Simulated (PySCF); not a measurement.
A PySCF script (with the pyscf-properties extension) for the NMR shieldings of SMILES C(SBC#CC)F, C₄H₆BFS, on a GFN2-xTB geometry:

```python
import basis_set_exchange as bse
import numpy as np
from pyscf import gto, dft
from pyscf.prop import nmr

atoms = """
C     2.449131    0.292564    0.612669
C     1.315724   -0.111645   -0.181926
C     0.377381   -0.458640   -0.861261
B    -0.830128   -0.878805   -1.632235
S    -2.462670   -0.487667   -1.042293
C    -2.141539    0.390708    0.530272
F    -1.679350   -0.452294    1.493353
H     3.320102   -0.314201    0.365362
H     2.219004    0.176631    1.671950
H     2.682047    1.339518    0.415859
H    -0.776926   -1.466124   -2.640914
H    -1.386059    1.164469    0.375512
H    -3.091105    0.805973    0.875926
"""
names = dict.fromkeys(["C", "B", "S", "F", "H"], "pcSseg-1")
basis = {el: gto.basis.parse(bse.get_basis(n, elements=[el], fmt="nwchem")) for el, n in names.items()}
mol = gto.M(atom=atoms, basis=basis, charge=0, verbose=0)
mf = dft.RKS(mol, xc="PBE0")
mf.grids.level = 2
mf.grids.alignment = dft.numint.BLKSIZE   # the property module wants whole blocks of grid points
mf.conv_tol = 1e-9
mf.kernel()

calc = nmr.RKS(mf)   # GIAO
C = mf.mo_coeff
Co = C[:, mf.mo_occ > 0]
resp = mf.gen_response(singlet=True, hermi=2)
def vind(x):   # induced exchange potential for any number of trial vectors
    d = np.einsum("pi,xij,qj->xpq", C, 2 * x.reshape(-1, C.shape[1], Co.shape[1]), Co, optimize=True)
    return np.einsum("xpq,pi,qj->xij", resp(d - d.transpose(0, 2, 1)), C, Co, optimize=True).ravel()
mo1, _ = nmr.rhf.solve_mo1(calc, with_cphf=vind)
sigma = calc.kernel(mo1)
for i, s in enumerate(sigma):   # ppm
    w = np.linalg.eigvalsh((s + s.T) / 2)
    print("%2d %-2s iso %8.1f  s11 %8.1f  s22 %8.1f  s33 %8.1f" % (i, mol.atom_pure_symbol(i), w.mean(), *w))
```

**Question.** What does it print?

**Answer.** 
```
 0 C  iso    179.3  s11    172.1  s22    173.2  s33    192.6
 1 C  iso     43.2  s11    -19.4  s22     -4.5  s33    153.6
 2 C  iso     95.1  s11      2.4  s22      9.6  s33    273.4
 3 B  iso     47.7  s11    -13.8  s22     30.4  s33    126.5
 4 S  iso    319.2  s11     41.7  s22    349.8  s33    566.2
 5 C  iso     97.2  s11     54.2  s22     88.4  s33    148.9
 6 F  iso    384.6  s11    322.5  s22    368.6  s33    462.8
 7 H  iso     29.2  s11     24.3  s22     27.3  s33     36.1
 8 H  iso     29.2  s11     24.3  s22     28.3  s33     35.2
 9 H  iso     29.3  s11     24.9  s22     27.4  s33     35.6
10 H  iso     25.2  s11     23.6  s22     24.9  s33     27.2
11 H  iso     25.4  s11     22.8  s22     24.9  s33     28.6
12 H  iso     25.9  s11     20.9  s22     26.1  s33     30.8
```

These numbers come from an equivalent density-fitted implementation of the same equations, which agrees with the script to about 0.01 ppm for H and up to a few tenths of a ppm for heavy atoms, so last digits may differ.

Size and cost of the density-fitted run: 156 basis functions, 23 s wall time on 1 thread of an Arm Neoverse V1, shared host; peak memory 0.72 GiB.
